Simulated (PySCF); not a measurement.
**Bonding in `CC(C)(C)[P@](=O)([O-])C1CC1`**

C7H14O2P (charge -1).
Numbering: `[CH3:1][C:2]([CH3:3])([CH3:4])[P@:5](=[O:6])([O-:7])[CH:8]1[CH2:9][CH2:10]1` (hydrogens: H11, H12, H13 on C1; H14, H15, H16 on C3; H17, H18, H19 on C4; H20 on C8; H21, H22 on C9; H23, H24 on C10)

Geometry (GFN2-xTB, Å), atoms numbered from 1 in this order:
```
atom  x, y, z in Å
C1    -2.332   -0.810    0.527
C2    -1.200    0.082    0.043
C3    -1.328    1.466    0.657
C4    -1.187    0.144   -1.475
P5     0.344   -0.799    0.686
O6     0.463   -2.123    0.013
O7     0.351   -0.743    2.175
C8     1.683    0.320    0.044
C9     3.025   -0.338    0.045
C10    2.338   -0.043   -1.246
H11   -2.295   -0.874    1.613
H12   -2.190   -1.814    0.129
H13   -3.315   -0.437    0.220
H14   -2.329    1.878    0.499
H15   -0.604    2.154    0.224
H16   -1.138    1.397    1.726
H17   -0.992   -0.850   -1.869
H18   -2.146    0.499   -1.863
H19   -0.400    0.811   -1.826
H20    1.645    1.366    0.326
H21    3.904    0.235    0.318
H22    3.045   -1.369    0.369
H23    2.730    0.747   -1.879
H24    1.917   -0.880   -1.783
```

Bond orders from the PBE0/pcSseg-1 density (PySCF). Geometry: GFN2-xTB, one conformer, isolated ion. The pcSseg-1 basis has no diffuse functions, a weakness for an anion.

(1) How far do the computed orders between heavy atoms stray from the drawn ones?

(2) Give the Mayer order of every bond between heavy atoms, beside its length.

Results:

(1) The largest departure is 0.711, at P5–O7 (drawn single, 1.711). Drawn single, order above 1.12: P5–O7 (1.711). Drawn single, order below 0.88: C2–P5 (0.771) and P5–C8 (0.783). Drawn double or triple, more than 0.30 short of the drawn order: P5–O6 (1.653). The SMILES, with its formal charges, is one Lewis structure only.

(2) 
| bond | drawn as | length (Å) | Mayer order |
| --- | --- | --- | --- |
| C1–C2 | single | 1.521 | 1.025 |
| C2–C3 | single | 1.520 | 1.002 |
| C2–C4 | single | 1.519 | 1.004 |
| C2–P5 | single | 1.891 | 0.771 |
| P5–O6 | double | 1.490 | 1.653 |
| P5–O7 | single | 1.490 | 1.711 |
| P5–C8 | single | 1.859 | 0.783 |
| C8–C9 | single | 1.495 | 0.970 |
| C9–C10 | single | 1.493 | 0.991 |
| C10–C8 | single | 1.492 | 0.938 |

Bonds between the same two heavy elements. C–C: lowest C10–C8 (0.938, 1.492 Å), highest C1–C2 (1.025, 1.521 Å); in 8 of the 15 pairs the longer bond (by over 0.003 Å) has the higher order (by 0.02 or more). C–P: all 2 within 0.02 of one another (0.771 to 0.783). O–P: lowest P5–O6 (1.653, 1.490 Å), highest P5–O7 (1.711, 1.490 Å).

And the bonds to hydrogen?

C–H: 0.94 to 0.97 (14 bonds).

Sum the orders of all bonds at each heavy atom with more than one neighbour and set the sums beside the valence in the SMILES.

C1 3.902 (drawn 4), C2 3.802 (drawn 4), C3 3.892 (drawn 4), C4 3.889 (drawn 4), P5 4.918 (drawn 5), C8 3.636 (drawn 4), C9 3.866 (drawn 4), C10 3.825 (drawn 4). Orders between atoms that aren't bonded are not in these sums.

For a closed shell the Mayer order of atoms A and B is Σ (PS)μν (PS)νμ over the basis functions μ on A and ν on B, with P the density and S the overlap matrix.

The run behind these numbers computed NMR shieldings as well. The run took about 2.5 min of CPU time (one thread, shared machine).
